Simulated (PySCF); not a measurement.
# Polarisability and C₆ of N²⁺ (nitrogen, charge +2)

[He] 2s2 2p1, 2P determinant. All numbers are calculated (PySCF 2.14, the spin-free X2C one-electron Hamiltonian (Gaussian nucleus), in aug-cc-pVTZ-DK). Coupled (time-dependent) response in atomic units; α is the mean over directions.

| method | mean α (bohr³) | α xx, yy, zz | C₆ (like pair) | S(−4) |
| --- | --- | --- | --- | --- |
| UHF | 2.698 | 2.808, 2.479, 2.808 | 3.822 | 8.929 |
| PBE | 2.582 | 2.694, 2.358, 2.694 | 3.673 | 6.780 |
| PBE0 | 2.593 | 2.708, 2.364, 2.708 | 3.686 | 6.959 |
| wB97X | 2.641 | 2.764, 2.394, 2.764 | 3.793 | 7.053 |
| M06 | 2.508 | 2.630, 2.266, 2.630 | 3.505 | 6.231 |

S(−4) is the Cauchy moment in α(ω) = α(0) + S(−4) ω² + …

α(iu) at wB97X:

| u (hartree) | α(iu) (bohr³) |
| --- | --- |
| 0 | 2.641 |
| 0.0500 | 2.623 |
| 0.100 | 2.573 |
| 0.200 | 2.395 |
| 0.300 | 2.161 |
| 0.500 | 1.691 |
| 0.750 | 1.244 |
| 1.00 | 0.9453 |
| 1.50 | 0.5970 |
| 2.00 | 0.4106 |
| 3.00 | 0.2278 |
| 5.00 | 0.09995 |

For an ion, C₆ is the dispersion term alone; charge-induced terms of lower order in 1/R come first.

The components differ because the open shell of this determinant is not spherical; for a pure term their mean is the scalar polarisability.
